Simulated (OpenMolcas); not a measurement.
# W4+: effect of correlating more closed shells

```json
{
 "Program": "OpenMolcas 26.06",
 "Basis": "ANO-RCC-VQZP [9s8p6d4f3g2h]",
 "Scalar Hamiltonian": "DKH2, point nucleus",
 "Active space": "2 electrons in 10 orbitals (5d 6d)",
 "State averaging": "2S+1 = 3 even, 10 roots; 2S+1 = 1 even, 15 roots",
 "Spin-orbit coupling": "state interaction with AMFI integrals over the reference wave functions, term energies averaged over their components"
}
```

Methods on the same reference wave functions:
A. CASSCF
B. SS-CASPT2, IPEA 0.25 Eh, imaginary shift 0.1 Eh (closed shells correlated: none)
C. SS-CASPT2, IPEA 0.25 Eh, imaginary shift 0.1 Eh (closed shells correlated: 5s 5p)

Energies in cm⁻¹ above 5d² ³F₂, the measured ground level; measured values from the list in J. Phys. B 45, 065001 (2012).

```
         Level      A      B      C  Measured
       5d² ³F₂    0.0    0.0    0.0       0.0
       5d² ³F₃   6121   6420   6440          
       5d² ³F₄  11628  11830  11800     11519
       5d² ³P₀  14868  13730  13590     12839
5d² ¹D₂ [54 %]  15983  13980  13820          
       5d² ³P₁  18151  17400  17140     16331
       5d² ¹G₄  24602  23630  23090     22346
5d² ³P₂ [60 %]  24909  23400  23180     22615
       5d² ¹S₀  49283  42600  43900     43110
```

Deviations, from unrounded energies. A percentage is the sum of absolute deviations over the sum of measured energies, with the sign that they share, or ± where signs differ.

| Against measurement | Levels | A | B | C |
| --- | --- | --- | --- | --- |
| mean absolute deviation (cm-1) | 6 | 2400 | 810 | 660 |
| fine structure of the ground term (%) | 1 | +0.9 | +2.7 | +2.5 |
| other terms of the ground configuration (%) | 5 | +12.4 | ±3.9 | +3.1 |

C lies closest to measurement on these levels and A furthest from it. The largest miss of C in the table is 5d² ³P₁, by +810 cm-1. The ranking rests on the paired levels alone, and a cruder setting can come out closer through cancelling errors.

Between B and C the level of the table that moves most is 5d² ¹S₀, by 1300 cm-1 (lowest in B, highest in C). Moves below CASPT2's spread within the term are not significant.

The mean deviations of B to C differ by less than CASPT2's widest spread within a term (620 cm-1), so their order carries little weight.

From A to B the spin-free energies of the other terms of 5d² shown, above ³F, scale by factors of 0.68 to 0.92.

The lowest spin-free term lies below A's lowest term by 0.004 hartree in B, 0.242 hartree in C.

What an inner shell adds also hangs on whether the basis holds functions to correlate it.

CASPT2 does not keep the components of a term degenerate, so their means are used; among the terms shown or strongly mixed into the levels shown the widest spread is 620 cm-1 (5d² ¹G, C). Active for correlation alone: 6d; no level in the range computed is led by a configuration that fills it, so any true level of that kind is missing. Without dynamic correlation excited terms often stand tens of per cent too high (terms of higher spin than the ground term too low), and those without a measured partner can miss by more than the paired ones (holds for A). Measured partners are found by configuration, term and J. A level has none where our copy of the source lacks it or the pairing is in doubt (some pairs that miss far off the trend of their configuration count as doubtful), and it then counts in no deviation. Levels of configurations outside the active space are missing.

A share in square brackets marks a mixed level and gives the weight of the term that names it, the lowest over the columns.
